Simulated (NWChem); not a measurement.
Species: AlO, doublet; SMILES [O]=[Al]

```xyz
2

Al     0.0000     0.0000    -0.6219
O      0.0000     0.0000     1.0106
```
Atoms are numbered in this order, from 1.

All runs: NWChem. Spin-unrestricted. Structure relaxed at the PBE0/def2-SVP, spin-unrestricted level. No stability test was run on the SCF state.

Question: What does the run give for TPSS/cc-pVQZ? Quantities: highest occupied level (eV); lowest empty minus highest occupied level, either spin (eV); dipole (D); <S²>.

Answer: 
```
Property                                                     Result
-----------------------------------------------------------  ------
highest occupied level (eV)                                   -6.54
lowest empty minus highest occupied level, either spin (eV)    1.45
dipole (D)                                                     4.10
<S²>                                                          0.757
```
